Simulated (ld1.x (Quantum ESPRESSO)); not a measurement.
Reading a pseudo-wave (Ni)

Columns: radius, all-electron u(r) and pseudo u(r) of the 4s shell (level -13.51 eV) of nickel in the configuration [Ar] 3d8 4s1 4p0; LDA (PZ), scalar-relativistic, TM scheme, ld1.x (Quantum ESPRESSO) 7.5.

| r (bohr) | all-electron | pseudo |
| --- | --- | --- |
| 0.143 | -0.1804 | -0.0211 |
| 0.285 | -0.0162 | -0.0441 |
| 0.428 | 0.2426 | -0.0714 |
| 0.570 | 0.3118 | -0.1050 |
| 0.713 | 0.2288 | -0.1481 |
| 0.855 | 0.0748 | -0.2021 |
| 0.998 | -0.0971 | -0.2690 |
| 1.140 | -0.2562 | -0.3462 |
| 1.283 | -0.3923 | -0.4302 |
| 1.425 | -0.5000 | -0.5119 |
| 1.568 | -0.5814 | -0.5837 |
| 1.710 | -0.6381 | -0.6383 |
| 1.853 | -0.6742 | -0.6742 |
| 1.995 | -0.6925 | -0.6925 |
| 2.138 | -0.6966 | -0.6966 |
| 2.280 | -0.6892 | -0.6892 |
| 2.423 | -0.6728 | -0.6728 |
| 2.565 | -0.6499 | -0.6499 |
| 2.708 | -0.6217 | -0.6217 |
| 2.850 | -0.5903 | -0.5903 |
| 2.992 | -0.5567 | -0.5567 |
| 3.135 | -0.5218 | -0.5218 |
| 3.278 | -0.4864 | -0.4864 |
| 3.420 | -0.4516 | -0.4516 |
| 3.563 | -0.4173 | -0.4173 |
| 3.705 | -0.3844 | -0.3844 |

Q: How many radial nodes do the two functions have?

A: The all-electron 4s function has n − l − 1 = 3 (the table is too coarse to show those close to the nucleus); the pseudo-wave has 0, since the states of the same l below it are removed with the core.

Q: At about which radius was the pseudo-wave matched?

A: 2.00 bohr. The columns agree to 0.0005 from 1.71 bohr on; several derivatives are matched, so the curves merge somewhat inside the radius.

Q: Where does each function peak?

A: Outermost all-electron maximum near 2.14 bohr, pseudo maximum near 2.14 bohr (to the table’s step).

Q: Is the pseudo-wave norm-conserving?

A: Yes: the TM scheme keeps the norm inside the radius equal to the all-electron one, which fixes the energy derivative of the logarithmic derivative at the level.
